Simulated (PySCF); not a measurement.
## Spinor energies of Xe⁴⁰⁺ (xenon, charge +40)

Start: [Ne] 3s2 3p2; 3p1/2 filled at m_j = -1/2, +1/2. Calculated with PySCF 2.14 in an uncontracted even-tempered set (18 s from 8.5 bohr⁻², ratio 2.4; 14 p from 11 bohr⁻², ratio 2.4; 4 d from 39 bohr⁻², ratio 2.6; 4 f from 58 bohr⁻², ratio 2.6): generalised Hartree-Fock with the X2C-1e Hamiltonian and a Gaussian nucleus; one run each with spin-orbit coupling (SO) switched off, then screened by Boettger's factors.

```csv
spinor shell,electrons,"ε, spin-free (eV)","ε, screened SO (eV)",weight of nominal j (screened SO),"rms radius, screened SO (bohr)"
1s1/2,2,-37216.8,-37208.0,1.000,0.0305
2s1/2,2,-7866.0,-7861.7,1.000,0.122
2p1/2,2,-7311.4,-7547.4,1.000,0.105
2p3/2,4,-7311.4,-7200.3,1.000,0.110
3s1/2,2,-3083.7,-3081.8,1.000,0.294
3p1/2,2,-2930.2,-2977.5,1.000,0.281
```

```csv
quantity,spin-free,screened SO
E (hartree),-6022.90534,-6028.77797
M_J,0,0
⟨J²⟩,2.001,0.000
⟨L²⟩,2.000,1.338
⟨S²⟩,2.000,1.338
```

Breit and QED terms are absent; they matter most for the inner s and p1/2 levels.

Densities and radii are taken from the X2C orbitals without a picture-change correction, which distorts them close to the nucleus.

Without spin-orbit coupling the j labels of p, d and f shells carry no meaning; the spin-free column gives the mean over the occupied spinors of each nl shell.
